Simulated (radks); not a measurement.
Values are calculated unless marked as measured or tabulated.
Task: Species: Mo29+. Configuration: [Ne] 3s2 3p1. Code: a radial shooting solver on a logarithmic mesh with Libxc functionals. Model: Dirac Kohn-Sham, exchange-only PBE, spin-unpolarised, spherical densities, finite nucleus; open shells fill j = l - 1/2 first; Fermi nuclear charge, rms radius 4.4091 fm. Some entries of the table are withheld. Estimate them.

orbital  occ.  eigenvalue (Ry)  <r> (bohr)  <1/r> (bohr^-1)
1s1/2       2        -1566.987     0.03515            43.56
2s1/2       2        -311.0457      0.1510              (1)
2p1/2       2              (2)         (3)              (4)
2p3/2       4              (5)         (6)              (7)
3s1/2       2        -120.4962      0.3710            4.024
3p1/2       1        -115.2685      0.3553            3.965
3p3/2       0        -113.3166      0.3619            3.846

Result: 
(1) 2s1/2 <1/r> (bohr^-1): 10.07
(2) 2p1/2 eigenvalue (Ry): -295.8883
(3) 2p1/2 <r> (bohr): 0.1285
(4) 2p1/2 <1/r> (bohr^-1): 10.02
(5) 2p3/2 eigenvalue (Ry): -287.8039
(6) 2p3/2 <r> (bohr): 0.1329
(7) 2p3/2 <1/r> (bohr^-1): 9.548
